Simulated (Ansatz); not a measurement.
A search over several starts for the lowest SCF solution of Cu(NH2)2 (CuN2H4) at the given spin, in a small basis.

```yaml
crystal:
  periodic: [false, false, false]
  atoms:
    - {symbol: Cu, position_ang: [0.001729, 0.000652, 0.000004]}
    - {symbol: N, position_ang: [0.004788, -0.022554, 1.772077]}
    - {symbol: H, position_ang: [0.639381, 0.494153, 2.366159]}
    - {symbol: H, position_ang: [-0.629023, -0.554449, 2.353512]}
    - {symbol: N, position_ang: [-0.004049, 0.022591, -1.772076]}
    - {symbol: H, position_ang: [0.627693, 0.554241, -2.355912]}
    - {symbol: H, position_ang: [-0.640520, -0.494623, -2.363754]}
basis:
  gaussian: {orbitals: def2-SVP, initial_orbitals: start.molden}
magnetization: {spin_polarized: true, initial_magnetization: 1}
hamiltonian: {xc: pbe0, dispersion: d4}
output: {orbitals: {seedname: orbitals}}
```

The file start.molden holds the orbitals of an earlier run on this structure, at another level or in another basis.

```sh
$ ansatz run in.yaml --threads 4 --pin off --events-out ev --progress --plain --max-ram 3916MiB
```

It prints (some lines left out):

```
Functional definition: PBE0
840 factors; integrals over basis functions are off by at most 7.7e-4 eV
mean field evaluation 1: about -47666.1377 eV, gradient 1.0e1 eV
mean field evaluation 2: about -47666.5267 eV, gradient 4.9e-1 eV
mean field evaluation 4: about -47666.7367 eV, gradient 7.2e-3 eV
mean field evaluation 8: about -47658.6793 eV, gradient 4.4e1 eV
mean field evaluation 16: about -47666.7366 eV, gradient 9.8e-2 eV
mean field -47666.73666425 eV, -1751.7202627366 hartree, gradient 4.0e-5 eV, S^2 0.759008; 3 other end points of the search recorded, 0 dependent functions left out
reference -47666.73670309 eV, -1751.7202641642 hartree; 24, 23 occupied and 55, 56 virtual orbitals, 840 factors
Total energy: -47666.81264830 eV, -1751.7230550990 hartree
```

It took 1 s on 4 threads of Intel Xeon 6975P-C on a shared host.

No other spin state of charge 0 was run.
